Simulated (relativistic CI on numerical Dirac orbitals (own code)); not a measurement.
**Level scheme of P+**

Calculated at this level of theory: Dirac-Coulomb-Breit CI, separate exchange-only KLI orbitals for each configuration, QED by a radiative potential, valence Slater integrals scaled by 0.85, P86 correlation estimate, and configurations built on the next ion tied to the tabulated ionisation energy (semi-empirical) (own radial code, finite nucleus).

CI space (outside the closed core [Ne]): 3s²3p², 3s3p³, 3s²3p4s, 3s²3p4p, 3s²3p5s, 3s²3p4d, 3s²3p3d, 3s²3p4f, 3p⁴, 3s²3d², 3s3p²3d, 3s²4s², 3s²3p5p, 3s²3d4s, 3s²4s4p, 3s²3p5d, 3s²3p5f, 3s²3p5g, 3s²3d4p, 3p²3d², 3s²4p², 3s3p²4s, 3p³4s, 3s3p²4p. Levels of other configurations are missing.

The lowest level is 3s²3p² ³P0, with 96 % of that term; Hund's rules for 3s²3p² give ³P with J = 0, in agreement.

```tsv
No.	Configuration	Term	J	E (cm⁻¹)	%	Lifetime (s)	jj configuration (%)
1	3s²3p²	³P	0	0.0	96		3p1/2^2 (66)
2	3s²3p²	³P	1	158.8	96	1.39e+04	3p1/2 3p3/2 (96)
3	3s²3p²	³P	2	452.2	96	2.94e+03	3p3/2^2 (62)
4	3s²3p²	¹D	2	9592.2	96	4.44e+01	3p1/2 3p3/2 (62)
5	3s²3p²	¹S	0	20792.8	94	8.72e-01	3p3/2^2 (65)
6	3s3p³(4S°)‡	⁵S°	2	46718.8	100	2.21e-04	3s 3p1/2 3p3/2^2 (55)
7	3s3p³(2D°)‡	³D°	1	68615.5	75	8.43e-07	3s 3p1/2 3p3/2^2 (33)
8	3s3p³(2D°)‡	³D°	2	68637.1	75	8.86e-07	3s 3p1/2 3p3/2^2 (50)
9	3s3p³(2D°)‡	³D°	3	68673.9	75	9.53e-07	3s 3p1/2 3p3/2^2 (75)
10	3s3p³(2P°)‡	³P°	2	79370.5	66	1.19e-07	3s 3p3/2 (34)
11	3s3p³(2P°)‡	³P°	1	79428.5	67	1.23e-07	3s 3p1/2 3p3/2^2 (45)
12	3s3p³(2P°)‡	³P°	0	79446.7	68	1.30e-07	3s 3p1/2 3p3/2^2 (68)
13	3s²3p3d	¹D°	2	80474.4	73	6.25e-07	3p3/2 3d5/2 (41)
14	3s²3p4s	³P°	0	82638.1	97	9.03e-10	3p1/2 4s (97)
15	3s²3p4s	³P°	1	82784.1	96	8.99e-10	3p1/2 4s (74)
16	3s²3p4s	³P°	2	83154.6	97	8.99e-10	3p3/2 4s (97)
17	3s²3p4s	¹P°	1	85144.6	95	7.17e-10	3p3/2 4s (73)
18	3s²3p3d	³F°	2	88302.5	98	4.89e-06	3p1/2 3d3/2 (72)
19	3s²3p3d	³F°	3	88463.8	98	1.74e-06	3p3/2 3d3/2 (51)
20	3s²3p3d	³F°	4	88687.9	98	3.62e+00	3p3/2 3d5/2 (98)
21	3s²3p4p	¹P	1	102099.1	96	7.65e-09	3p3/2 4p3/2 (45)
22	3s²3p3d	¹P°	1	103071.2	76	4.38e-10	3p3/2 3d5/2 (43)
23	3s²3p4p	³D	1	103512.6	97	5.90e-09	3p1/2 4p1/2 (61)
24	3s²3p4p	³D	2	103684.4	98	5.84e-09	3p1/2 4p3/2 (58)
25	3s²3p4p	³D	3	104020.9	99	5.82e-09	3p3/2 4p3/2 (99)
26	3s²3p4p	³P	0	105224.0	98	4.03e-09	3p1/2 4p1/2 (70)
27	3s²3p4p	³P	1	105312.2	93	4.06e-09	3p1/2 4p3/2 (59)
28	3s²3p4p	³P	2	105557.5	98	4.02e-09	3p3/2 4p3/2 (60)
29	3s²3p4p	³S	1	106126.4	94	4.72e-09	3p3/2 4p1/2 (46)
30	3s²3p3d	³P°	2	106227.3	63	2.31e-10	3p1/2 3d5/2 (47)
31	3s²3p3d	³P°	1	106364.5	64	2.30e-10	3p3/2 3d5/2 (28)
32	3s²3p3d	³P°	0	106462.8	69	2.33e-10	3p3/2 3d3/2 (69)
33	3s²3p3d	³D°	1	107019.2	68	1.81e-10	3p3/2 3d3/2 (46)
34	3s²3p3d	³D°	2	107094.5	68	1.81e-10	3p3/2 3d3/2 (44)
35	3s²3p3d	³D°	3	107105.7	72	1.80e-10	3p3/2 3d5/2 (43)
36	3s²3p4p	¹D	2	107938.5	98	5.20e-09	3p3/2 4p3/2 (38)
37	3s²3p3d	¹F°	3	108256.7	82	2.72e-10	3p3/2 3d5/2 (31)
38	3s²3p4p	¹S	0	111480.9	96	4.59e-09	3p3/2 4p3/2 (68)
39	3s²3p4d	¹D°	2	118681.3	39	2.60e-10	3s 3p1/2 3p3/2^2 (28)
40	3s3p³(4S°)‡	³S°	1	119602.1	95	8.56e-11	3s 3p1/2 3p3/2^2 (53)
41	3s²3p4d	¹P°	1	122235.0	48	2.94e-10	3p3/2 4d5/2 (28)
42	3s²3p5s	³P°	0	123922.7	100	1.41e-09	3p1/2 5s (100)
43	3s²3p5s	³P°	1	124047.5	94	1.36e-09	3p1/2 5s (85)
44	3s²3p5s	³P°	2	124479.8	99	1.37e-09	3p3/2 5s (99)
45	3s²3p5s	¹P°	1	125233.5	94	8.46e-10	3p3/2 5s (85)
46	3s²3p4d	³F°	2	125397.7	97	4.68e-09	3p1/2 4d3/2 (74)
47	3s²3p4d	³F°	3	125580.8	97	4.72e-09	3p3/2 4d3/2 (49)
48	3s²3p4d	³F°	4	125840.8	97	4.97e-09	3p3/2 4d5/2 (97)
49	3s²3p4d	³P°	2	128530.0	90	5.32e-10	3p1/2 4d5/2 (62)
50	3s²3p4d	³P°	1	128726.2	90	5.30e-10	3p3/2 4d5/2 (34)
51	3s²3p4d	³P°	0	128849.0	95	5.53e-10	3p3/2 4d3/2 (95)
52	3s²3p4d	³D°	1	129498.6	86	2.71e-10	3p3/2 4d3/2 (54)
53	3s²3p4d	³D°	2	129577.0	86	2.72e-10	3p3/2 4d3/2 (56)
54	3s²3p4d	³D°	3	129618.4	90	2.67e-10	3p3/2 4d5/2 (62)
55	3s²3p5p	¹P	1	129987.8	75		3p1/2 5p1/2 (69)
56	3s²3p5p	³D	1	130348.1	71		3p1/2 5p3/2 (46)
57	3s²3p5p	³D	2	130430.5	91		3p1/2 5p3/2 (72)
58	3s²3p5p	³P	0	130779.3	98	4.10e-09	3p1/2 5p1/2 (72)
59	3s²3p5p	³D	3	130790.7	98		3p3/2 5p3/2 (98)
60	3s²3p5p	³P	1	130898.7	77		3p3/2 5p1/2 (39)
61	3s²3p5p	³P	2	131126.2	91		3p3/2 5p3/2 (54)
62	3s²3p4f	¹F	3	131389.6	70	3.61e-09	3p1/2 4f7/2 (52)
63	3s²3p4f	³F	2	131423.5	92	3.26e-09	3p1/2 4f5/2 (69)
64	3s²3p5p	³S	1	131464.4	88		3p3/2 5p1/2 (52)
65	3s²3p4f	³F	3	131465.0	65	3.44e-09	3p1/2 4f5/2 (52)
66	3s²3p4f	³F	4	131498.7	83	3.31e-09	3p1/2 4f7/2 (65)
67	3s²3p4d	¹D°	2	131615.5	57	1.67e-10	3p3/2 4d5/2 (30)
68	3s²3p4f	³G	3	132077.5	81	3.84e-09	3p3/2 4f5/2 (63)
69	3s²3p4f	³G	4	132137.6	69	3.64e-09	3p3/2 4f7/2 (50)
70	3s²3p5p	¹D	2	132207.4	81		3p3/2 5p3/2 (36)
```

Energies count from the lowest computed level; ° marks odd parity; lifetimes are radiative, by E1, M1, E2, M2, E3 decay to levels of this space only; some are left blank where a channel outside the calculation adds to the decay or the decay crosses a small, uncertain gap. Percentages are summed over parent terms; the parents shown are those of the largest component, closed shells are left out there. Filled j subshells are mostly left out of the jj labels. ‡ marks configurations that were not tied to measured data.

The mean weight of the leading LS term, summed over parents, in these 70 levels is 85 %, and that of the leading jj configuration (from the same eigenvectors) 61 %, so LS coupling describes them better.

Configurations that consist of the next ion and one excited electron were tied to the tabulated ionisation energy; Rydberg ones are usually within 1,000 to 3,000 cm⁻¹ and the lowest ones within about 6,000 (9,000 in d shells), while levels on excited terms of the next ion carry the error of that term, and the other configurations can be misplaced by 10,000 cm⁻¹ or more. Rates follow the energies as ν³ (E1, M1) or ν⁵ (E2), so rates, branching and lifetimes can be off by large factors. The fine structure of a lone outer electron comes out too small, for d and f at times inverted, and misplaced configurations move strength between like terms. 33 of the 35 excited levels that our extract of the measured tables holds in this range could be paired (the sources list more); they are missed by 1548 cm⁻¹ on average and 9347 at most, and levels without a partner can miss by more.

Landé's interval rule says that E(J) − E(J−1) = AJ with one A. For the ground term the intervals give A = 158.8, 146.7 cm⁻¹ for J = 1, 2; the multiplet is regular.
